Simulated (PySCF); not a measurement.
## RuF2, quintet: data card

Level of theory: UPBE0/[Ru def2-TZVP with ECP28, F def2-TZVP], scalar-relativistic core potentials, density fitting, no spin–orbit coupling, PySCF.

The structure is a minimum.

Z-matrix (Å, degrees; charge 0 multiplicity 5):
```
Ru
F  1 1.8659
F  1 1.8659 2 180.00
```

```json
{"Point group": "D∞h", "Bond lengths": "Ru–F 1.866 Å (×2)", "Bond angles": "F–Ru–F 180.0°", "Entropy at 298.15 K and 1 bar (electronic part: spin only)": "275.1 J/(mol K)", "Highest occupied level (β)": "-7.94 eV", "Principal quadrupole moments (Buckingham, traceless) about the centre of mass": "-13.82, 6.91, 6.91 D Å", "Atomisation energy without zero-point energy": "899 kJ/mol", "Dipole moment": "0.00 D", "Rotational symmetry number": "2", "Rotational constants": "0.1274 cm⁻¹", "Principal polarisabilities": "24.8, 24.8, 38.2 bohr³", "Enthalpy at 298.15 K above 0 K": "12.91 kJ/mol", "Heat capacity Cp at 298.15 K": "53.0 J/(mol K)", "Spin squared ⟨S²⟩": "6.006", "Lowest empty level (β)": "-3.79 eV", "Zero-point energy": "9.4 kJ/mol"}
```

Harmonic modes (masses in u: Ru 101.904, F 18.998):
```tsv
symmetry	ω (cm⁻¹)	IR (km/mol, summed over degenerate members)	μ (u)	type
πu	135	36.3	24.39	bend
σg+	613	0.0	19.00	stretch
σu+	680	264	24.39	stretch
```

In D∞h the vibrations span πu + σg+ + σu+. The σg+ mode carries no infrared intensity, as symmetry demands. With a centre of inversion only u modes can be infrared active and only g modes Raman active.

Charges (e):
```
atom  Mulliken  Löwdin  polar tensor  spin (Mulliken)  Mayer order to Ru1
 Ru1      1.04    0.69          1.39             3.68                   –
F2,3     -0.52   -0.35         -0.70             0.16                0.79
```

Mulliken populations on Ru1 (electrons outside its core potential): s 2.48, p 6.15, d 6.32, f 0.01.

Formally Ru is in oxidation state +2, d6, with 4 unpaired electrons (the high-spin count). The Mulliken spin on Ru is 3.68. The polar-tensor charge on Ru, 1.39, is below the formal one.

Only a few start shapes were tried, so a lower isomer may exist. Other spin states or occupations of the open shell can lie lower.

The final relaxation and frequency run took about 60 core-seconds on a shared host.
